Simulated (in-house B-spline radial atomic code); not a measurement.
Configurations of the xenon ion Xe⁴⁺, with energies counted from [Kr] 4d10 5s2 5p2. Method: scalar-relativistic (X2C) wB97X, spin-polarised, spherical fractional occupations, exact exchange averaged over the configuration, Fermi nucleus of rms radius 4.7859 fm. Calculated with an all-electron radial atomic-structure program (B-spline basis). Shells without spins written out take the highest spin.

Occupations are held fixed; configurations that lie above the ionisation limit could autoionise.

```csv
configuration,E - E(ref) (eV),highest orbital,its <r> (bohr)
[Kr] 4d10 5s2 5p1 5d1,19.121,5d up,2.482
[Kr] 4d10 5s2 5p1 6s1,23.548,6s up,3.434
[Kr] 4d10 4f1 5s1 5p2,33.372,4f up,1.645
[Kr] 4d10 5s1 5p2 6s1,35.589,6s up,3.394
[Ar] 3d10 4s2 4p5 4d10 5s2 5p3,144.21,5p up,1.867
```

Order these further configurations by energy, lowest first.
A. [Kr] 4d10 5s2 5p1 6f1
B. [Kr] 4d10 5s1 5p2 6f1
C. [Kr] 4d10 5s1 5p3
D. [Ar] 3d10 4s2 4p5 4d10 5s2 5p2 6s1
E. [Kr] 4d10 5s1 5p2 5f1

C (11.098 eV), A (41.523 eV), E (47.467 eV), B (53.821 eV), D (170 eV).
